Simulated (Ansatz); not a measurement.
This geometry of AlClH4OSi + BrH (10 atoms, charge 0, multiplicity 1) is a first-order saddle point.

Level of theory: Ansatz, RHF/def2-SVP.

```xyz
10
Properties=species:S:1:pos:R:3
Al -0.160 0.231 0.104
O -0.616 0.283 1.823
Si -1.402 -0.532 3.052
H -2.039 -1.740 2.487
H -0.420 -0.917 4.086
H -2.420 0.361 3.638
H 1.176 -0.462 -0.295
Cl -1.813 0.235 -1.206
Br 0.398 2.729 0.839
H -0.191 1.623 1.782
```

Task: Which two structures does it join? (They come from a converged band through this point; their orientation in space is the band's.)

Result: Bonds broken: Br9–H10. Bonds formed: Al1–Br9, O2–H10. AlClH4OSi + BrH becomes AlBrClH5OSi.

Image 0:

```xyz
10
Properties=species:S:1:pos:R:3
Al -0.096 -0.153 0.063
O -0.684 -0.423 1.620
Si -1.376 -0.703 3.071
H -2.673 -1.397 2.917
H -0.488 -1.527 3.922
H -1.613 0.592 3.760
H 1.422 -0.252 -0.271
Cl -1.501 -0.047 -1.506
Br 0.080 2.950 0.745
H -0.559 2.770 1.990
```

Image 8:

```xyz
10
Properties=species:S:1:pos:R:3
Al -0.101 0.577 0.093
O -0.379 0.473 2.025
Si -1.425 -0.549 2.949
H -1.414 -1.841 2.259
H -0.804 -0.617 4.283
H -2.752 0.073 3.016
H 0.988 -0.491 -0.257
Cl -2.105 0.139 -0.531
Br 0.534 2.796 0.023
H -0.030 1.251 2.452
```

Task: How far does it lie above each of them?

Result: 0.44 eV above the first and 1.43 eV above the second. This is the barrier of this one path; another mechanism may lie lower. The orbitals stay closed-shell, which can raise the energy where a bond breaks towards radicals; this wasn't checked here.

Time of the run: 4.1 min on 4 threads of Intel(R) Xeon(R) Platinum 8259CL CPU @ 2.50GHz (Skylake/Cascade Lake) (shared host), peak memory 0.35 GiB.
